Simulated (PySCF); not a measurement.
## UHF on S (sulfur, neutral)

Configuration: [Ne] 3s2 3p3 3d1, high-spin 5D determinant (an excited configuration). All numbers are calculated (PySCF 2.14, no relativity, point nucleus, in aug-cc-pV(Q+d)Z (7s6p5d3f2g, 89 functions)).

| Quantity | Value |
| --- | --- |
| Total energy | -397.213593 hartree |
| One-electron energy | -546.8801 hartree |
| Hartree (Coulomb) energy | 174.6143 hartree |
| Exchange energy | -24.9478 hartree |
| Kinetic energy | 397.24509 hartree |
| ⟨S²⟩ | 6.0006 |
| ⟨L²⟩ | 6.027 |
| Sum of ⟨r⟩ | 16.87 bohr |
| Sum of ⟨r²⟩ | 39.52 bohr² |
| Traceless quadrupole moment −½Σ⟨3z² − r²⟩ along its main axis | 5.07 e·bohr² |
| Density at the nucleus (Gaussians lack the cusp) | 2640 bohr⁻³ |
| Spin density at the nucleus | -0.0674 bohr⁻³ |
| Langevin diamagnetic susceptibility | -31.3 ×10⁻⁶ cm³/mol |

```json
{"shell": "1s α", "electrons": "1", "mean orbital energy (eV)": "-2508.7", "spread (eV)": "0", "rms radius, mean of both spins (bohr)": "0.113"}
{"shell": "1s β", "electrons": "1", "mean orbital energy (eV)": "-2507.9", "spread (eV)": "0", "rms radius, mean of both spins (bohr)": "0.113"}
{"shell": "2s α", "electrons": "1", "mean orbital energy (eV)": "-249.77", "spread (eV)": "0", "rms radius, mean of both spins (bohr)": "0.518"}
{"shell": "2s β", "electrons": "1", "mean orbital energy (eV)": "-248.94", "spread (eV)": "0", "rms radius, mean of both spins (bohr)": "0.518"}
{"shell": "2p α", "electrons": "3", "mean orbital energy (eV)": "-186.90", "spread (eV)": "0.041", "rms radius, mean of both spins (bohr)": "0.492"}
{"shell": "2p β", "electrons": "3", "mean orbital energy (eV)": "-185.39", "spread (eV)": "0.052", "rms radius, mean of both spins (bohr)": "0.492"}
{"shell": "3s α", "electrons": "1", "mean orbital energy (eV)": "-31.187", "spread (eV)": "0", "rms radius, mean of both spins (bohr)": "1.81"}
{"shell": "3s β", "electrons": "1", "mean orbital energy (eV)": "-21.718", "spread (eV)": "0", "rms radius, mean of both spins (bohr)": "1.81"}
{"shell": "3p α", "electrons": "3", "mean orbital energy (eV)": "-16.565", "spread (eV)": "0.197", "rms radius, mean of both spins (bohr)": "2.10"}
{"shell": "3d α", "electrons": "1", "mean orbital energy (eV)": "-1.263", "spread (eV)": "0", "rms radius, mean of both spins (bohr)": "4.21"}
```

The outer electron is Rydberg-like, and this basis confines it to a smaller radius and binds it less than a complete one would.

Spin-orbit constants ζ (cm⁻¹) from the X2C one-electron operator on these orbitals (non-relativistic here): bare nucleus, nucleus screened by l(l+1)(2l+1)/3 electrons, and screened by the Breit-Pauli mean field of the electrons.

```csv
shell,bare,screened nucleus,mean field
2p,7382,6460,6039
3p,500.5,437.9,403.3
3d,8.249,3.093,1.525
```

To first order the Landé constant is A = 0.3812 cm⁻¹, so the lowest level has J = 0 and lies 0.000284 eV below the centre of the term. This holds in LS coupling only.
